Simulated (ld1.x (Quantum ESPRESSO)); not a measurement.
**iridium: variants of one TM potential**

Base potential:

ld1.x (Quantum ESPRESSO) 7.5 input, shortened:

```
&input
   title='Ir', zed=77., rel=1, dft='PBE', iswitch=3,
   config='[Xe] 4f14 5d7 6s0 6p0'
 /
 &inputp
   pseudotype=2, tm=.true., lloc=-1, rcloc=1.20,
   nlcc=.true., rcore=1.00
 /
3
6S  1  0   0.00   0.00  1.80  1.80  0.0
6P  2  1   0.00   0.00  2.55  2.55  0.0
5D  3  2   7.00   0.00  1.30  1.30  0.0
 &test
   configts(1)='5d7 6s0 6p0'
 /
```

Cutoffs, loose and tight: the cutoffs (Ry, on a coarse ladder) from which the occupation-weighted sum of valence levels, in a spherical-Bessel basis at the reference potential, stays within 10 and 1 mRy of its value at 400 Ry. They do not see the model core or the augmentation charge, which bear on the density cutoff. Test errors are all-electron minus pseudo excitation energies from the reference, over the configurations 5d7 6s2 6p0; 5d7 6s1 6p0; 5d6 6s0 6p0; 5d7 6s0 6p1; 5d8 6s1 6p0; 5d7 6s1.5 6p0; 5d6 6s2 6p1. A dash means not determined; rows that change the core or the reference have their own tests.

A true bound ghost makes a file unfit for plane-wave use even where its test errors are small: the radial tests pick states by their node count and pass the ghost by.

| change | outcome | cutoff, loose | cutoff, tight | bound ghosts | largest test error (meV) |
| --- | --- | --- | --- | --- | --- |
| base | generated | 40 Ry | 70 Ry | s, p | -103 |
| core correction a·sin(br)/r model core inside 0.60 bohr | generated | 40 Ry | 70 Ry | s, p | -102 |
| core correction a·sin(br)/r model core inside 0.74 bohr | generated | 40 Ry | 70 Ry | s, p | -102 |
| core correction a·sin(br)/r model core inside 0.86 bohr | generated | 40 Ry | 70 Ry | s, p | -102 |
| core correction a·sin(br)/r model core inside 1.10 bohr | generated | 40 Ry | 70 Ry | s, p | -103 |
| core correction a·sin(br)/r model core inside 1.24 bohr | generated | 40 Ry | 70 Ry | s, p | -103 |
| core correction a·sin(br)/r model core inside 1.42 bohr | generated | 40 Ry | 70 Ry | s, p | -99 |
| core correction a·sin(br)/r model core inside 1.54 bohr | generated | 40 Ry | 70 Ry | s, p | -92 |

Question: What comes out with this change to the base: core correction none?

Answer: outcome: generated; cutoff, loose: 40 Ry; cutoff, tight: 70 Ry; bound ghosts: s, p; largest test error (meV): +126.
